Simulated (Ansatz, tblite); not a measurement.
Rs-LiCl: gap (eV) at several levels, gas phase, relaxed structures; Ansatz, xTB through tblite. The structures are stationary points that may keep the symmetry of their start.

```tsv
species	state	geometry	GFN1-xTB	GFN2-xTB	PBE-D4/def2-SVP	PBE-D4/def2-TZVP	PBE0-D4/def2-TZVP
2x2x4 LiCl rock-salt block, 2x2x4	singlet	PBE0-D4/def2-SVP	5.30	4.81	5.94	6.02	7.97
1x4x4 LiCl rock-salt block, 1x4x4	singlet	PBE0-D4/def2-SVP	4.51	4.36	4.66	4.85	6.79
2x3x3 LiCl rock-salt block, 2x3x3	singlet	PBE-D4/def2-SVP	5.05	4.88	5.71	5.80	7.75
```

(1) Estimate the column for r2SCAN-D4/def2-TZVP.

(1) 2x2x4 LiCl rock-salt block, 2x2x4 6.99; 1x4x4 LiCl rock-salt block, 1x4x4 5.86; 2x3x3 LiCl rock-salt block, 2x3x3 6.74.

Over the 3 species that have every level, the mean is 4.95 at GFN1-xTB, 4.68 at GFN2-xTB, 5.44 at PBE-D4/def2-SVP, 5.56 at PBE-D4/def2-TZVP, 6.53 at r2SCAN-D4/def2-TZVP, 7.50 at PBE0-D4/def2-TZVP. Orbital gaps grow with the share of exact exchange and aren't one observable across functionals.
